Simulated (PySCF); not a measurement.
## One molecule, many inputs

Molecule: `CCC[NH+]1CCC1`, [C$_{6}$H$_{14}$N]+; geometry GFN2-xTB.

Geometry:
```json
{"atom": "C1", "x (Å)": "2.528", "y (Å)": "0.445", "z (Å)": "-0.416"}
{"atom": "C2", "x (Å)": "1.779", "y (Å)": "-0.790", "z (Å)": "0.076"}
{"atom": "C3", "x (Å)": "0.548", "y (Å)": "-0.442", "z (Å)": "0.910"}
{"atom": "N4", "x (Å)": "-0.447", "y (Å)": "0.295", "z (Å)": "0.109"}
{"atom": "C5", "x (Å)": "-1.240", "y (Å)": "-0.461", "z (Å)": "-0.906"}
{"atom": "C6", "x (Å)": "-2.533", "y (Å)": "0.185", "z (Å)": "-0.396"}
{"atom": "C7", "x (Å)": "-1.710", "y (Å)": "0.736", "z (Å)": "0.774"}
{"atom": "H8", "x (Å)": "3.464", "y (Å)": "0.143", "z (Å)": "-0.875"}
{"atom": "H9", "x (Å)": "1.968", "y (Å)": "0.997", "z (Å)": "-1.169"}
{"atom": "H10", "x (Å)": "2.765", "y (Å)": "1.111", "z (Å)": "0.411"}
{"atom": "H11", "x (Å)": "2.442", "y (Å)": "-1.385", "z (Å)": "0.704"}
{"atom": "H12", "x (Å)": "1.490", "y (Å)": "-1.413", "z (Å)": "-0.773"}
{"atom": "H13", "x (Å)": "0.075", "y (Å)": "-1.346", "z (Å)": "1.297"}
{"atom": "H14", "x (Å)": "0.836", "y (Å)": "0.191", "z (Å)": "1.753"}
{"atom": "H15", "x (Å)": "0.049", "y (Å)": "1.081", "z (Å)": "-0.322"}
{"atom": "H16", "x (Å)": "-1.181", "y (Å)": "-1.533", "z (Å)": "-0.722"}
{"atom": "H17", "x (Å)": "-0.958", "y (Å)": "-0.254", "z (Å)": "-1.936"}
{"atom": "H18", "x (Å)": "-2.931", "y (Å)": "0.952", "z (Å)": "-1.054"}
{"atom": "H19", "x (Å)": "-3.330", "y (Å)": "-0.501", "z (Å)": "-0.130"}
{"atom": "H20", "x (Å)": "-1.859", "y (Å)": "0.201", "z (Å)": "1.710"}
{"atom": "H21", "x (Å)": "-1.763", "y (Å)": "1.807", "z (Å)": "0.956"}
```

Total charge +1.

All runs: PySCF, non-relativistic, gas phase unless a solvent (IEF-PCM) is named; grid level 2, GIAOs and SCF threshold 1e-9 unless changed. The yardstick, PBE0/pcSseg-1, gives these isotropic shieldings σ (ppm, equivalent atoms averaged): C3 123.9, C2 166.3, C1 176.3, H16/H20 27.49, H13/H14 28.51, H19 28.98, H8/H9/H10 30.49.

Q: What do these inputs give? (1) PBE0/pcSseg-1; max_cycle 2; (2) PBE0/pcSseg-1; max_cycle 92; mult 3; altered: mult 3

A: 
| run | outcome | functions | wall time | C3 | C2 | C1 | H16/H20 | H13/H14 | H19 | H8/H9/H10 |
| --- | --- | --- | --- | --- | --- | --- | --- | --- | --- | --- |
| 1 | not converged | 189 | 5.2 s | – | – | – | – | – | – | – |
| 2 | refused | – | 59 s | – | – | – | – | – | – | – |

Times are on 1 thread of an Arm Neoverse V1, shared host.

Q: Comment on the technical settings and failures.

A: 
- Run 1: The SCF stopped after 2 cycles without meeting its threshold and the cycle limit at 2, so no response property followed.
- Run 2: The program stopped with: NotImplementedError: this response code serves closed shells only; the SCF ended at -290.84234943 Eh with <S^2> = 2.0027 Charge 1 and multiplicity 3 describe another species than the intended molecule, on its geometry.

Runs 1, 2 were set up unsoundly or failed; their numbers aren't to be quoted as properties of the molecule.
